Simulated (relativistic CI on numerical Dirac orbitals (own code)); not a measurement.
Sm³⁺: 4f valence photoemission

Computed with this model: Dirac-Coulomb-Breit CI, orbitals from a KLI potential per configuration, model QED, valence Slater integrals scaled by 0.9, multiplet model of photoemission in the sudden approximation; configurations [Xe] 4f5 → [Xe] 4f4; 300 K; Lorentzian 0.15 eV and Gaussian 0.3 eV FWHM. Energies are those of the free ion, without screening or charge transfer. The energies are binding energies and can lie tens of eV above those of solids. S is read from ⟨S²⟩ = S(S + 1).

free ion: ground-state S = 2.47, centroid 40.47 eV. Peaks (eV, height): 39.0 (100), 41.1 (22), 41.9 (43), 44.0 (19).

Strongest unbroadened transitions for free ion:

```tsv
Energy (eV)	Relative strength
38.86	0.6
38.98	100.0
39.09	0.6
39.21	39.7
39.46	2.7
41.01	8.7
41.07	14.1
41.21	4.0
41.74	1.0
41.92	27.1
41.93	20.6
42.25	5.7
42.34	7.9
42.77	0.7
43.93	8.3
44.00	11.4
44.12	3.5
44.26	0.5
```
